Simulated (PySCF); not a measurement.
Compound: C4H9OSi (doublet state).
Numbering: `[SiH3:1][C@@H:2]1[CH2:3][CH:4][O:5][CH2:6]1` (hydrogens: H7, H8, H9 on Si1; H10 on C2; H11, H12 on C3; H13 on C4; H14, H15 on C6)

Structure used (GFN2-xTB), in Å, numbered top down from 1:
```xyz
15
C4H9OSi angstrom
Si     2.0137   -0.1014    0.1138
C      0.1945    0.4126    0.2909
C     -0.7358   -0.7095    0.7743
C     -2.0361   -0.2857    0.1929
O     -1.8663    0.5713   -0.8643
C     -0.4809    0.8216   -1.0206
H      2.7904    1.0441   -0.3615
H      2.1004   -1.2021   -0.8479
H      2.4941   -0.5376    1.4248
H      0.1014    1.2499    0.9901
H     -0.4118   -1.6885    0.3826
H     -0.7666   -0.7926    1.8620
H     -2.9406   -0.8642    0.1739
H     -0.3425    1.8759   -1.2698
H     -0.1182    0.2142   -1.8630
```

The hyperfine couplings belong to this conformer and change with its torsions.

Theory: PySCF, UKS B3LYP, pcH-1 on C H O Si, non-relativistic, mean-field spin-orbit, GIAO. Isolated species at its GFN2-xTB geometry (one conformer only). A GFN2-xTB geometry isn't a minimum of the functional, and hyperfine couplings can be far from their values at a DFT geometry. Stability of the SCF solution: not tested.

The Mulliken spin populations are largest on C4 (+0.88), O5 (+0.13) and C3 (-0.06). No atom but C4 exceeds +0.15. The angles at C4 add up to 353.3°, so it is slightly pyramidal.

Q: List the C–H protons on four-coordinate carbons next to a three-coordinate spin centre, with their couplings and θ (C–H bond against the normal to the plane of the centre's neighbours, projected along the bond that joins the two).

A: 
```csv
β H,on,centre,θ (°),cos²θ,a (G)
H11,C3,C4,19,0.90,+39.49
H12,C3,C4,40,0.58,+18.38
```

Couplings in gauss use g_iso = 2.0033.

The run took 42 s (grids of density and orbitals included) on an AMD EPYC 7B13 with one thread (shared host), and the process peaked at 0.93 GiB of memory.
